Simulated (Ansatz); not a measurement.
Ansatz (a first-principles code) job for Al(Cl)2(Et) (C2H5AlCl2), SMILES C[CH2][Al]([Cl])[Cl], PBE/def2-SVPD. Coordinates come from a ωB97X-D3(BJ)/def2-SVP optimisation. The structure was generated by enumeration; whether it is a known compound was not checked. The values are those of a single conformer.

Ansatz 0.2 input:
```yaml
crystal:
  periodic: [false, false, false]
  atoms:
    - {symbol: Al, position_ang: [0.07005813, 0.18679304, 0.03751819]}
    - {symbol: Cl, position_ang: [-0.07046935, -1.63757614, 1.05837996]}
    - {symbol: Cl, position_ang: [0.96910096, 1.77282781, 1.06885339]}
    - {symbol: C, position_ang: [-0.60422144, 0.38210445, -1.76826156]}
    - {symbol: C, position_ang: [-1.21825145, -0.88602057, -2.37918693]}
    - {symbol: H, position_ang: [0.22676289, 0.75794546, -2.39361359]}
    - {symbol: H, position_ang: [-1.33895468, 1.20866002, -1.75767700]}
    - {symbol: H, position_ang: [-2.06820147, -1.25398195, -1.78236524]}
    - {symbol: H, position_ang: [-0.48646549, -1.70825715, -2.42925768]}
    - {symbol: H, position_ang: [-1.58579673, -0.70845746, -3.40309912]}
basis:
  gaussian:
    orbitals: def2-SVPD
hamiltonian:
  xc: {name: PBE}
```

Log of the run:

```
WARN ansatz: RAYON_NUM_THREADS=1 ignored (pool sized by the plan → 1); use --threads N
Functional definition: PBE
integrals: 0.11 GiB planned
1439 factors; their error is unknown
mean field: 0.63 GiB planned
mean field evaluation 1: about -33763.2382 eV, gradient 6.4e1 eV
mean field evaluation 2: about -33737.0016 eV, gradient 1.1e2 eV
mean field evaluation 4: about -33773.7564 eV, gradient 8.5e0 eV
mean field evaluation 8: about -33773.8692 eV, gradient 2.2e-1 eV
mean field evaluation 16: about -33773.8693 eV, gradient 3.6e-5 eV
mean field -33773.86934068 eV, -1241.1668055193 hartree, gradient 3.6e-5 eV, S^2 0.000000; 0 other end points of the search recorded, 0 dependent functions left out
reference -33773.86939464 eV, -1241.1668075021 hartree; 32, 32 occupied and 126, 126 virtual orbitals, 1439 factors
Total energy: -33773.86939464 eV, -1241.1668075021 hartree
```

The calculation finished and met its thresholds.

Cost: about 4 core-seconds (a rough figure).
